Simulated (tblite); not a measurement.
Species: C₄H₁₆N₂Si₂.
SMILES with atom numbers: `[CH3:1][CH2:2][NH:3][SiH2:4][C@H:5]([CH3:6])[NH:7][SiH3:8]` (hydrogens: H9, H10, H11 on C1; H12, H13 on C2; H14 on N3; H15, H16 on Si4; H17 on C5; H18, H19, H20 on C6; H21 on N7; H22, H23, H24 on Si8)

Geometry (GFN2-xTB, Å), atoms numbered from 1 in this order:
```xyz
24
C4H16N2Si2 angstrom
C      3.5899   -0.3182   -0.1067
C      2.5664    0.8131   -0.1580
N      1.2113    0.3455   -0.3397
Si     0.2428   -0.2030    0.9687
C     -1.4645   -0.6284    0.2233
C     -1.4145   -1.8113   -0.7434
N     -2.0731    0.5124   -0.4365
Si    -3.1911    1.5713    0.3078
H      3.3519   -0.9941    0.7105
H      3.5789   -0.8827   -1.0371
H      4.5892    0.0816    0.0441
H      2.5961    1.3731    0.7778
H      2.8179    1.4972   -0.9766
H      1.1064   -0.1154   -1.2328
H      0.1462    0.9306    1.8900
H      0.7246   -1.3871    1.7069
H     -2.1270   -0.9007    1.0492
H     -0.7966   -1.5736   -1.6079
H     -2.4149   -2.0504   -1.1011
H     -0.9999   -2.6874   -0.2502
H     -1.4693    0.8836   -1.1546
H     -2.6763    2.4041    1.4091
H     -4.2586    0.7238    0.8449
H     -3.6476    2.4358   -0.7802
```

All values are computed: GFN2-xTB (tblite) harmonic vibrations without scaling, gas phase. This tight-binding method is rough: wavenumbers can miss measured ones by several per cent, in bad cases by 10 to 20. Modes of hydrogen on silicon can be 10 to 20 % off. One conformer, not necessarily the lowest.

Harmonic wavenumbers (cm⁻¹): 31.0, 36.6, 60.5, 98.3, 102.3, 123.6, 193.8, 198.4, 219.5, 245.1, 276.5, 342.7, 394.6, 430.4, 488.4, 520.6, 533.1, 563.1, 585.5, 595.2, 667.6, 749.6, 754.2, 796.1, 807.6, 814.3, 831.4, 851.6, 856.5, 979.3, 996.7, 1028.6, 1069.7, 1089.1, 1099.5, 1164.9, 1171.5, 1214.0, 1248.3, 1295.8, 1326.9, 1373.6, 1393.3, 1401.9, 1402.6, 1484.1, 1492.0, 1492.6, 1500.8, 1511.1, 2141.8, 2155.3, 2238.0, 2256.1, 2260.2, 2917.6, 2941.3, 2986.5, 3006.7, 3017.1, 3027.6, 3027.8, 3041.9, 3046.0, 3421.8, 3440.8.

A = 2463, B = 617.8, C = 555.4 MHz; mass 148.085 u (most abundant isotopes); point group C1, symmetry number 1.

Task: What is the zero-point energy?

Result: Half the sum of the wavenumbers: 42415 cm⁻¹ = 507.40 kJ/mol.

Task: Entropy at 350 K, 1 bar (ideal gas, RRHO, classical rotation)?

Result: Translation 174.52, rotation 128.86, vibration 216.05: S = 519.4 J/(mol K).

Task: And Cp and H(350 K) − H(0)?

Result: Cp = 236.48 J/(mol K), of which vibrations give 203.23 (their classical limit is 66 R = 548.8); H(350 K) − H(0) = 49.09 kJ/mol without the zero-point energy, 37.45 from vibrations.

Task: Blend soft modes into free rotors: weight 1/[1 + (100 cm⁻¹/ν̃)⁴] for the oscillator and the rest for a rotor with moment μB/(μ + B), μ = h/(8π²ν), B = 10⁻⁴⁴ kg m². What vibrational entropy results?

Result: 192.58 J/(mol K) in place of 216.05, which changes −T·S at 350 K by +8.21 kJ/mol.

Task: Which modes carry the vibrational entropy at 350 K?

Result: 31.0 cm⁻¹: 25.45; 36.6 cm⁻¹: 24.07; 60.5 cm⁻¹: 19.91; 98.3 cm⁻¹: 15.90; 102.3 cm⁻¹: 15.58; 123.6 cm⁻¹: 14.03 J/(mol K); the other 60 give 101.11 together.

Hindered rotation and anharmonicity are outside this model. Other conformers, if any are populated, would add a mixing term that is left out. The structure is chiral; the term R ln 2 for an equal mix with its mirror image is left out.
